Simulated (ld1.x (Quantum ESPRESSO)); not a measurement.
An all-electron radial function and its pseudo partner (tungsten)

Columns: radius, all-electron u(r) and pseudo u(r) of the 6p shell (level -1.47 eV) of tungsten in the configuration [Xe] 4f14 5d4 6s2 6p0; LDA (PZ), scalar-relativistic, ultrasoft scheme, ld1.x (Quantum ESPRESSO) 7.5.

```tsv
r (bohr)	all-electron	pseudo
0.208	-0.0295	0.0056
0.416	0.1109	0.0221
0.624	-0.0579	0.0486
0.832	-0.1848	0.0836
1.040	-0.1976	0.1253
1.248	-0.1354	0.1716
1.456	-0.0397	0.2201
1.664	0.0632	0.2686
1.872	0.1599	0.3152
2.080	0.2445	0.3581
2.288	0.3153	0.3961
2.496	0.3724	0.4282
2.704	0.4170	0.4542
2.912	0.4503	0.4739
3.120	0.4739	0.4879
3.328	0.4892	0.4966
3.536	0.4975	0.5007
3.744	0.4999	0.5008
3.952	0.4973	0.4974
4.160	0.4908	0.4908
4.368	0.4810	0.4810
4.576	0.4687	0.4687
4.784	0.4544	0.4544
4.992	0.4385	0.4385
5.200	0.4216	0.4216
5.408	0.4040	0.4040
```

Task: How many radial nodes do the two functions have?

Result: The all-electron 6p function has n − l − 1 = 4 (the table is too coarse to show those close to the nucleus); the pseudo-wave has 0, since the states of the same l below it are removed with the core.

Task: At about which radius was the pseudo-wave matched?

Result: 4.16 bohr, where the columns begin to agree (steps of 0.21 bohr).

Task: Is the pseudo-wave norm-conserving?

Result: No, it belongs to an ultrasoft set: the norm inside the radius is not constrained, and the difference is carried by the augmentation charge.
